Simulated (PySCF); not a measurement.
B(AsH2)(Me)2 (C₂H₈AsB), SMILES CB(C)[AsH2].

Geometry: PBE0-D3(BJ)/def2-SVP. The structure was generated by enumeration, and PubChem lists no compound with its InChIKey, so it may never have been made.

All values below come from M06-2X/def2-TZVP in PySCF.

Isolated molecule, no solvent.

Computed frontier levels, gap, dipole moment and polarisability:
* **highest occupied level**: -7.95 eV
* **lowest empty level**: -0.06 eV
* **orbital gap**: 7.89 eV
* **dipole moment**: 1.31 D
* **quadrupole, principal values (traceless, Buckingham form, about the centre of nuclear charge)**: -2.08, 0.74, 1.34 D·Å
* **mean static polarisability**: 71.0 bohr³ (10.53 Å³)
* **polarisability, principal values**: 58.4, 70.4, 84.3 bohr³
